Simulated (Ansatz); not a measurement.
The cluster LiAlO₂. The state is a singlet with charge 0. Geometry r2SCAN-D4/def2-TZVP, basis def2-TZVP, Ansatz.

Cartesian coordinates in Å:
```
Li -0.629 -0.506 0.973
Al 0.480 0.386 -0.742
O -0.302 1.363 0.319
O 0.451 -1.243 -0.549
```

```tsv
run	HOMO (eV)	LUMO (eV)
A	-5.58	-3.79
B	-8.50	-2.46
C	-7.11	-3.12
D	-5.94	-3.65
E	-5.68	-3.83
```

Another isomer (singlet) lies 0.71 eV lower at PBE0-D4/def2-TZVP; other spin states weren't run for this one.

Task: The runs used BHLYP, BLYP, PBE, PBE0, r2SCAN. Estimate which is which.

Result: A BLYP (0 % exact exchange); B BHLYP (50 % exact exchange); C PBE0 (25 % exact exchange); D r2SCAN (0 % exact exchange); E PBE (0 % exact exchange). Exact exchange lowers occupied and raises empty levels; among semilocal functionals meta-GGAs tend to open the gap a little, and such runs are hard to tell apart. The gap grows from 1.79 eV (BLYP) to 6.04 eV (BHLYP).
